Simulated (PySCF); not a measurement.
Te(Cl)(SMe) (CH₃ClSTe), SMILES [Te](SC)Cl.

The structure is a stationary point at B3LYP-D3(BJ)/def2-SVP. This is a generated structure with no PubChem entry under its InChIKey; it may be hypothetical. The def2 effective core potentials stand for the cores of Te; spin–orbit coupling is left out. Other conformers were not sampled.

These are B3LYP-D3(BJ)/def2-SVP in PySCF 2.14.0 values and carry that method's errors.

Frequencies are harmonic and unscaled.

Problem. List the normal modes with their intensities. (Estimate from the structure and the level; the computed values follow.)

Solution. 
| mode | ν (cm⁻¹) | IR (km/mol) | moving atoms (share of kinetic energy) |
|---|---|---|---|
| 1 | 63 | 2.1 | C 38 %, Cl 36 %, H 16 %, Te 9 % |
| 2 | 123 | 1.6 | H 35 %, S 33 %, Cl 20 % |
| 3 | 159 | 1.1 | H 70 %, S 20 % |
| 4 | 198 | 0.0 | C 45 %, H 22 %, S 17 %, Te 15 % |
| 5 | 332 | 39.8 | Cl 69 %, Te 24 % |
| 6 | 361 | 3.8 | S 72 %, Te 17 %, Cl 9 % |
| 7 | 684 | 1.3 | C 58 %, S 31 %, H 11 % |
| 8 | 959 | 2.2 | H 84 %, C 15 % |
| 9 | 961 | 8.2 | H 79 %, C 17 % |
| 10 | 1323 | 8.8 | H 86 %, C 13 % |
| 11 | 1436 | 11.3 | H 96 % |
| 12 | 1452 | 9.4 | H 95 % |
| 13 | 3044 | 12.6 | H 98 % |
| 14 | 3150 | 0.9 | H 90 %, C 10 % |
| 15 | 3168 | 2.0 | H 90 %, C 10 % |
